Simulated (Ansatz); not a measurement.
Molecule: C₃H₅Cl₂ (charge 0, doublet). It need not be the lowest isomer of its formula. SMILES: ClC[CH]CCl
Geometry from a B3LYP-D3(BJ)/def2-TZVP (Ansatz, an electronic-structure program) optimisation:
```xyz
10

C     -0.0655    -0.2762    -0.8827
C     -1.2031    -0.4637     0.0167
Cl    -2.1818     1.1140     0.1289
C      1.1739     0.3403    -0.4112
Cl     2.2243    -0.9349     0.4433
H     -0.1418    -0.5983    -1.9121
H     -0.9048    -0.6686     1.0418
H     -1.9127    -1.2072    -0.3295
H      1.7985     0.7257    -1.2096
H      1.0077     1.1027     0.3457
```
Charge 0, spin multiplicity 2.

Wanted: atomisation energy (electronic, to ground-state atoms), in eV. Correlated levels leave the core frozen unless marked. UHF or UKS for open shells. No spin-orbit coupling. No relativistic terms. The coupled-cluster limit lacks core correlation, which all-electron functionals hold. Basis-set limits of correlation are two-point, X^-3; Hartree-Fock from the larger set. The bracket is a focal-point correction in the basis named.

```
level                                                                 program  atomisation energy (eV)
-------------------------------------------------------------  --------------  -----------------------
PBE/def2-TZVPD                                                         Ansatz                    38.27
r2SCAN-D4/def2-TZVPD                                           Ansatz + dftd4                    37.69
PBE0-D3(BJ)/def2-TZVPD                                         Ansatz + dftd3                    37.86
wB97X-V/def2-TZVPD                                                     Ansatz                    37.34
B2GP-PLYP-D4/def2-TZVPD                                        Ansatz + dftd4                    36.80
MP2/cc-pV(T+d)Z                                                        Ansatz                    36.85
SCS-MP2/6-31G                                                          Ansatz                    31.42
SCS-MP2/6-31G*                                                         Ansatz                    34.00
CCSD/6-31G                                                             Ansatz                    31.38
RI-MP2/CBS(cc-pV(T+d)Z,cc-pV(Q+d)Z)+[CCSD(T)-MP2]/cc-pV(T+d)Z          Ansatz                    37.23
```
